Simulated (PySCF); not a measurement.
What settings do to a single point of [Eu(NH3)2]3+

The sound run of [Eu(NH3)2]3+ (singlet in the valence; each metal's 4f electrons, 6 of them, lie in its core potential, out of spins and levels) uses PySCF 2.14.0, RKS TPSS, Eu lcecp-1-SVP with ECP52, N def2-SVP, H def2-SVP; non-relativistic Hamiltonian with scalar-relativistic core potentials where named; density fitting; no spin-orbit coupling, grid (50, 194), threshold 1e-8 Eh and 55 cycles, at the relaxed geometry:

```xyz
9

Eu   -1.0283   -0.5214    0.0004
N     0.1737    0.0842    2.0135
H     1.0732    0.6045    1.8853
H    -0.3564    0.6958    2.6793
H     0.4560   -0.7219    2.6210
N     0.1738    0.0822   -2.0143
H     1.1325   -0.3262   -2.1199
H    -0.2985   -0.2041   -2.9049
H     0.3402    1.1059   -2.1603
```

There Eu1 has a Mulliken charge of 2.08 e and the dipole about the centre of mass is 3.53 D. Each run below changes one thing and starts from free metal ions and neutral atoms unless it says otherwise; with 55 cycles, smearing, a level shift and second-order steps follow where DIIS fails, and their cycles count. Energy shifts count from the sound run. On f atoms grids over 110 angular points are at least (60, 302).

```csv
change,outcome,cycles,energy shift (eV),largest force component (eV/Å),charge on Eu1 (e),dipole about the centre of mass (D)
start from a density of up to 30 smeared cycles (not counted),converged,6,0.0000,0.02,2.08,3.53
"charge changed by +1, spin kept, limit 75 cycles",refused,–,–,–,–,–
all coordinates × 1.05,converged,10,0.40,1.68,2.10,3.61
"grid (10, 14)",converged,11,-3.65,7.05,2.11,3.59
```

(1) How does the run with this change end: threshold 0.001?

Unsound on purpose, so not properties of the compound: grid (10, 14).

Forces carry noise of the integration grid, about 0.01 to 0.03 eV/Å.

No frequency check is given that shows the relaxed geometry to be a minimum. An lcecp potential fixes the number of 4f electrons, so in runs with it no electron can move into or out of that shell.

Results:

(1) outcome converged, cycles 6, energy shift (eV) 0.0088, largest force component (eV/Å) 0.15, charge on Eu1 (e) 2.09, dipole about the centre of mass (D) 3.48.
